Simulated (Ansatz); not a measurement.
```yaml
crystal:
  periodic: [false, false, false]
  atoms:
    - {symbol: F, position_ang: [-1.275683, -1.955603, 0.579930]}
    - {symbol: Si, position_ang: [-0.491888, -0.601179, 0.930743]}
    - {symbol: Al, position_ang: [-0.173001, 1.295771, -0.498088]}
    - {symbol: S, position_ang: [1.450061, -0.633751, -0.274256]}
    - {symbol: H, position_ang: [0.026668, -0.761326, 2.316396]}
    - {symbol: H, position_ang: [-0.740672, 1.210895, -1.972612]}
    - {symbol: H, position_ang: [0.456399, 2.564616, 0.206687]}
    - {symbol: H, position_ang: [0.840316, -1.176523, -1.344600]}
basis:
  gaussian: {orbitals: 6-31G}
hamiltonian: {xc: {name: CAM-B3LYP}, dispersion: d3bjatm}
output: {forces: true}
```

```sh
$ ansatz run in.yaml --threads 2 --pin off --events-out ev --progress --plain --max-ram 4352MiB
```

Output, abridged:

```
Functional definition: CAM-B3LYP
621 factors; integrals over basis functions are off by at most 2.6e-4 eV
300 factors; integrals over basis functions are off by at most 6.5e-6 eV
mean field evaluation 1: about -28086.4709 eV, gradient 3.1e1 eV
mean field evaluation 2: about -28085.8655 eV, gradient 4.1e1 eV
mean field evaluation 4: about -28088.4128 eV, gradient 1.2e0 eV
mean field evaluation 8: about -28088.4994 eV, gradient 3.3e-2 eV
mean field evaluation 16: about -28088.4994 eV, gradient 8.0e-5 eV
mean field -28088.49938296 eV, -1032.2333132552 hartree, gradient 8.0e-5 eV, S^2 0.000000; 0 other end points of the search recorded, 0 dependent functions left out
reference -28088.49951707 eV, -1032.2333181837 hartree; 28, 28 occupied and 28, 28 virtual orbitals, 621 factors
Total energy: -28088.68397713 eV, -1032.2400969658 hartree
Atom 0 at    -1.275683    -1.955603     0.579930 Å, force    -1.699245    -2.822926    -0.796142 eV/Å
Atom 1 at    -0.491888    -0.601179     0.930743 Å, force     0.700711     2.801115     1.477040 eV/Å
Atom 2 at    -0.173001     1.295771    -0.498088 Å, force    -0.245940     0.635444    -0.043125 eV/Å
Atom 3 at     1.450061    -0.633751    -0.274256 Å, force     1.261627    -0.088920    -0.161713 eV/Å
Atom 4 at     0.026668    -0.761326     2.316396 Å, force     0.020346     0.012473     0.192703 eV/Å
Atom 5 at    -0.740672     1.210895    -1.972612 Å, force    -0.054772    -0.093384    -0.062382 eV/Å
Atom 6 at     0.456399     2.564616     0.206687 Å, force    -0.004461     0.042426     0.092702 eV/Å
Atom 7 at     0.840316    -1.176523    -1.344600 Å, force     0.021734    -0.486228    -0.699083 eV/Å
Dipole moment:    -0.142623     0.167083     0.040398 e Å
```

Hardware: 2 threads of an Arm Neoverse V2 on a shared host. Wall time 1.6 s, peak host memory 0.13 GiB.
